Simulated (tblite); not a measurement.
Species: C5H5F3O2.
SMILES with atom numbers: `[CH3:1][C@@H:2]1[O:3][C:4](=[O:5])[C@H:6]1[C:7]([F:8])([F:9])[F:10]` (hydrogens: H11, H12, H13 on C1; H14 on C2; H15 on C6)

Computed with GFN2-xTB (tblite), gas phase: nudged elastic band of 9 images (0 to 8), spring 0.2 eV/Å², climbing image at the end, force threshold 0.05 eV/Å. The top image wasn't refined or checked by frequencies; at this threshold it can lie a kcal/mol or more above the true saddle point of the method.

The band describes a rotation about C6–C7 (sp3 carbon next to a carbonyl, CF3 carbon), followed by the dihedral C2–C6–C7–F8, from the optimised start (-50°) to a second optimised geometry at 69°.

**Question.** How does the energy change from image to image?

**Answer.** 
| image | dihedral (°) | E (eV) | C6–C7 (Å) | C2···F8 (Å) | largest true force (eV/Å) |
| --- | --- | --- | --- | --- | --- |
| 0 | -50 | 0.000 | 1.513 | 2.93 | 0.01 |
| 1 | -36 | 0.012 | 1.514 | 2.85 | 0.04 |
| 2 | -21 | 0.040 | 1.517 | 2.79 | 0.05 |
| 3 | -6 | 0.069 | 1.521 | 2.76 | 0.05 |
| 4 | 9 | 0.079 | 1.522 | 2.76 | 0.05 |
| 5 | 24 | 0.066 | 1.521 | 2.79 | 0.05 |
| 6 | 39 | 0.037 | 1.518 | 2.85 | 0.05 |
| 7 | 54 | 0.011 | 1.515 | 2.95 | 0.05 |
| 8 | 69 | 0.000 | 1.513 | 3.07 | 0.01 |

Barriers of this band. The top is image 4 at 9°: 0.08 eV in either direction, as the ends lie within 0.002 eV of each other. The central bond is 0.009 Å longer at the top than at the start.

**Question.** What rate follows at 298 K for crossing this barrier forward?

**Answer.** Taking the electronic barrier for the free energy of activation (no zero-point or entropy terms, transmission 1), rate = (kT/h)·exp(−ΔE/kT) ≈ 3 × 10^11 s⁻¹, whose inverse is 4 × 10^-12 s. An error of 1 kcal/mol in the barrier changes this by a factor of 5, and the method and the loose band can each miss by that much or more. The barrier is only 3.1 kT, where transition-state theory is rough.

What follows is the cost of the whole band run. Hardware: Intel Xeon at 2.50 GHz, one thread, shared host with 64 logical CPUs at a one-minute load of 58. Cost: 6.8 s, 0.18 GiB resident at most.
